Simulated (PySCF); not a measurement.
Two-component Hartree-Fock for Re (rhenium, neutral)

Start: [Xe] 4f14 5d5 6s2; 5d5/2 filled at m_j = -3/2, -1/2, +1/2, +3/2, +5/2. Calculated with PySCF 2.14 in x2c-TZVPall-2c (11s11p10d2f, 108 functions): generalised Hartree-Fock with the X2C-1e Hamiltonian and a Gaussian nucleus; spin-orbit coupling (SO) screened by Boettger's factors. This is a chosen level, not necessarily the ground level.

```
spinor shell  electrons  ε, screened SO (eV)  weight of nominal j (screened SO)  rms radius, screened SO (bohr)
       1s1/2          2             -72045.2                              1.000                          0.0204
       2s1/2          2             -12631.9                              1.000                          0.0824
       2p1/2          2             -12065.2                              1.000                          0.0700
       2p3/2          4             -10619.8                              1.000                          0.0775
       3s1/2          2              -2987.2                              1.000                           0.210
       3p1/2          2              -2734.8                              1.000                           0.202
       3p3/2          4              -2415.7                              1.000                           0.217
       3d3/2          4              -1996.7                              1.000                           0.192
       3d5/2          6              -1927.9                              1.000                           0.196
       4s1/2          2              -656.33                              1.000                           0.468
       4p1/2          2              -549.77                              1.000                           0.476
       4p3/2          4              -474.43                              1.000                           0.509
       4d3/2          4              -299.13                              0.999                           0.531
       5s1/2          2              -100.61                              1.000                            1.12
       5p1/2          2              -66.976                              0.923                            1.25
       4f5/2          6              -61.402                              0.983                           0.637
       4f7/2          8              -58.787                              0.987                           0.638
       5p3/2          4              -53.268                              0.961                            1.33
       5d5/2          5              -12.096                              0.524                            2.00
       6s1/2          2               -7.517                              1.000                            3.62
```

Problem. Where does 4d5/2 lie, and what is the 4d spin-orbit splitting (screened SO)?

Solution. At -284.69 eV, 14.442 eV above 4d3/2.

| quantity | screened SO |
| --- | --- |
| E (hartree) | -16700.71178 |
| M_J | 5/2 |
| ⟨J²⟩ | 8.806 |
| ⟨L²⟩ | 0.230 |
| ⟨S²⟩ | 8.722 |

Each row is a mean over spinors that exchange with the open shell spreads, by up to 8.105 eV (5p3/2).

Rows whose weight is well below 1 are mixtures of j = l ± 1/2: exchange outweighs spin-orbit coupling there, and the label is only the starting occupation.

⟨J²⟩ departs a little from M_J(M_J + 1) because the unrestricted spinors polarise the closed shells.

Breit and QED terms are absent; they matter most for the inner s and p1/2 levels.

Densities and radii are taken from the X2C orbitals without a picture-change correction, which distorts them close to the nucleus.
